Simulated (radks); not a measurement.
Charge is removed step by step from the 6s1/2 level of the osmium ion Os+, starting from [Xe] 4f14 5d6 6s1. Calculated with a radial shooting solver on a logarithmic mesh with Libxc functionals: Dirac Kohn-Sham, PBE, spin-unpolarised, spherical densities, point nucleus; open shells fill j = l - 1/2 first.

removed (e),E - E(0) (eV),eigenvalue (eV),E minus straight line (eV)
0,0.000,-13.064,0.000
0.1,1.343,-13.801,-0.340
0.2,2.760,-14.544,-0.606
0.3,4.252,-15.293,-0.798
0.4,5.819,-16.048,-0.914
0.5,7.462,-16.809,-0.955
0.6,9.181,-17.576,-0.919
0.7,10.977,-18.349,-0.806
0.8,12.851,-19.127,-0.616
0.9,14.803,-19.911,-0.347
1,16.834,-20.700,0.000

Removing the whole electron costs 16.834 eV by Delta-SCF, against 13.064 eV from minus the eigenvalue at the starting occupation. Slater's transition state (half an electron removed) gives 16.809 eV. Integrating minus the eigenvalue over the occupation (Janak's theorem) gives 16.834 eV. The mean slope of the eigenvalue, de/dn, is 7.64 eV per electron. Ionisation energy of Os+ in the NIST Atomic Spectra Database: 17 eV (semi-empirical).

Beside tabulated values, note that spin-unpolarised runs miss the spin-polarisation part of the exchange energy of open shells.
